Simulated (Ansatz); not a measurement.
# How methods differ on As2 (SMILES [As]#[As])

The species is As2 (2 atoms), meant as a singlet with charge 0. SMILES: `[As]#[As]`. The shape was relaxed beforehand at wB97X-V/def2-SVP.

```xyz
2

As    0.0000    0.0000    0.0143
As    0.0000    0.0000    2.0796
```

Each level gives the electronic atomisation energy (eV). The values are calculated. Electronic energies at fixed atoms, without zero-point motion or spin-orbit coupling.

| level | kind | program | value (eV) | CPU time (all runs) |
| --- | --- | --- | --- | --- |
| HF/def2-TZVPP | Hartree–Fock | Ansatz | 0.54 | 1.1 s |
| SVWN5/def2-TZVPP | LDA | Ansatz | 5.31 | 1 s |
| B3LYP/def2-TZVPP | global hybrid | Ansatz | 4.02 | 2.1 s |
| PBE0-D4/def2-TZVPP | global hybrid | Ansatz | 3.79 | 2.9 s |
| CAM-B3LYP/def2-TZVPP | range-separated hybrid | Ansatz | 3.78 | 2.5 s |
| wB97M-V/def2-TZVPP | range-separated hybrid | Ansatz | 3.73 | 7.5 s |
| B2PLYP/def2-TZVPP | double hybrid | Ansatz | 4.01 | 4.1 s |
| MP2/def2-TZVPP | perturbation theory | Ansatz | 3.74 | 1.7 s |

All-electron rows without a relativistic Hamiltonian named are non-relativistic. The values span 0.54 to 5.31 eV. In the correlated wave-function rows the outer d shell of As is correlated, in sets not made for it. In so small a basis fixed costs decide the times, and correlated methods can beat functionals. Times are those of the runs behind each value, whatever else they computed, on shared processors of several kinds: orders of magnitude only.
